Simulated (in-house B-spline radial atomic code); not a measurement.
Configurations of Fe IV (Fe3+), with energies counted from [Ar] 3d5. All numbers are computed (non-relativistic B97-1, spin-polarised, spherical fractional occupations, exact exchange averaged over the configuration; point nucleus) with an all-electron radial atomic-structure program (B-spline basis), not measured. Shells without spins written out take the highest spin.

Occupations are held fixed; configurations that lie above the ionisation limit could autoionise.

```
       configuration  E - E(ref) (eV)  highest orbital  its <r> (bohr)
        [Ar] 3d4 4s1           16.512            4s up           2.193
        [Ar] 3d4 4f1            41.09            4f up           4.332
    [Ne] 3s2 3p5 3d6           53.019          3d down           1.018
[Ne] 3s2 3p5 3d5 4d1           81.406            4d up           3.231
```

Q: Order these further configurations by energy, lowest first.
A. [Ne] 3s2 3p5 3d5 4p1
B. [Ar] 3d4 4p1
C. [Ne] 3s2 3p5 3d5 4s1
D. [Ne] 3s2 3p5 3d5 4f1

A: B (23.921 eV), C (63.578 eV), A (71.057 eV), D (88.427 eV).
